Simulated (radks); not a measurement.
Q: The mean radii <r> (bohr) of the occupied orbitals of an atom or ion are listed with their occupations. Calculated with a radial shooting solver on a logarithmic mesh with Libxc functionals: scalar-relativistic Kohn-Sham, r2SCAN, spin-polarised, spherical densities, finite nucleus; meta-GGA in the generalised Kohn-Sham scheme; Fermi nuclear charge, rms radius of each element as measured or else 0.836 A^(1/3) + 0.57 fm.

orbital  occ.      <r>
1s down     1  0.01867
1s up       1  0.01867
2s up       1  0.07894
2s down     1  0.07894
2p up       3  0.07057
2p down     3  0.07057
3s down     1   0.2046
3s up       1   0.2046
3p up       3   0.2047
3p down     3   0.2047
3d up       5   0.1857
3d down     5   0.1857
4s up       1   0.4589
4s down     1   0.4589
4p up       3   0.4875
4p down     3   0.4876
4d up       5   0.5232
4d down     5   0.5232
5s up       1    1.104
5s down     1    1.097
5p up       3    1.290
5p down     3    1.278
4f up       7   0.6396
4f down     7   0.6355
6s up       1    2.945
5d up       2    1.989
6s down     1    3.087

Name the element and its charge. Open shells, if any, are filled with parallel spins first.

A: Z = 73, tantalum, charge +1: Ta+ in [Xe] 4f14 5d2 6s2. The 1s radius gives Z: for a bare nucleus <r> = (2 gamma + 1)/(2Z) with gamma = sqrt(1 - (Z/c)^2), 0.01844 bohr for Z = 73, and screening makes it slightly larger (0.01867 here). The occupations add up to 72, and the charge is Z minus that.
